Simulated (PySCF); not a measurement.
# Sn: electron affinity

Sn⁻ [Kr] 4d10 5s2 5p3 (4S) → Sn [Kr] 4d10 5s2 5p2 (3P), as a difference of total energies. Calculation: PySCF 2.14, in aug-cc-pVTZ-PP with ECP28MDF (6s5p4d2f, 55 functions); scalar relativity through the core potential. Correlated levels: valence: 4s2 4p6 4d10 frozen. The calculations carry no spin-orbit coupling.

```
           method  electron affinity (eV)
              UHF                   0.958
              LDA                   1.545
              PBE                   1.412
             PBE0                   1.409
           r2SCAN                   1.508
             TPSS                   1.373
          r2SCANh                   1.505
           B2PLYP                   1.257
           revPBE                   1.363
    MP2 (valence)                   1.363
SCS-MP2 (valence)                   1.222
```

**Question.** How much does correlation contribute at MP2 (valence)?

**Answer.** 1.363 − (0.958) = 0.405 eV, measured against UHF.

The reference lies between the lowest fine-structure levels, while these numbers refer to the centres of the terms.

Errors of the correlated levels include the incompleteness of this basis and the frozen core.

In the anion the highest occupied orbital energy is positive at LDA, PBE, PBE0, r2SCAN, TPSS, r2SCANh, revPBE, a self-interaction effect; the basis confines that electron, and the energy difference can still be sensible.

For comparison: 1.112 eV (measured; photodetachment measurements, as compiled on the Wikipedia data page of electron affinities).
